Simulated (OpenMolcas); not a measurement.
## Ce3+: moving the ligands

Ce3+ with 6 ligands (bromide) in trigonal antiprismatic coordination (D3d) at 2.92 Å, a polar angle of 57.5° against the regular 54.74°. A charge of +0.5 e stands 2.6 Å behind each ligand. Ligand basis ANO-RCC-VDZP.

| Quantity | Value |
| --- | --- |
| Program | OpenMolcas 26.06 |
| Method | SS-CASPT2, IPEA 0.25 Eh, imaginary shift 0.1 Eh (closed shells correlated: 5s 5p and the ligand valence shells) |
| Basis | ANO-RCC-VDZP [7s6p4d2f1g] |
| Scalar Hamiltonian | DKH2, point nucleus |
| Active space | 1 electron in 7 orbitals (4f) |
| State averaging | 2S+1 = 2 odd, 7 roots |
| Spin-orbit coupling | state interaction with AMFI integrals over the reference wave functions |

Runs around this geometry, states (labels of D3, the rotations of D3d). Energies in cm-1 above the lowest state or level, χT in cm3 K/mol.

```json
{"R (Å)": "2.82", "Ground state": "2A2", "First state of that spin": "2E 27", "First gap with spin-orbit (degeneracies)": "340 (2, 2)", "Width of lowest J": "553", "χT at 300 K": "0.661"}
{"R (Å)": "2.92", "Ground state": "2E", "First state of that spin": "2A2 20", "First gap with spin-orbit (degeneracies)": "260 (2, 2)", "Width of lowest J": "490", "χT at 300 K": "0.702"}
{"R (Å)": "3.05", "Ground state": "2E", "First state of that spin": "2A2 57", "First gap with spin-orbit (degeneracies)": "200 (2, 2)", "Width of lowest J": "424", "χT at 300 K": "0.737"}
```

Taking the width of the lowest J multiplet as R^-n, n = -ln(424 / 553) / ln(3.05 / 2.82) = 3.4 between the shortest and longest distance.

The ground state changes within this set.

Roots that are degenerate in the reference are averaged as groups; the widest CASPT2 spread within a group is 17 cm-1 (the 2-fold group of multiplicity 2 near 0 cm-1 above the lowest state of its run, R = 2.92). Shifts and gaps below about the spread of the groups concerned are not significant. Over all roots computed the reference weight is 0.69 in R = 2.82, 0.69 in R = 2.92, 0.69 in R = 3.05; a low but even weight reflects the number of correlated electrons. Splittings of an f shell from a small cluster at a set distance can be off by tens of per cent, mostly too small. No measured value stands beside these numbers; the geometry is a model, was not optimised and need not be the one that this ion takes.
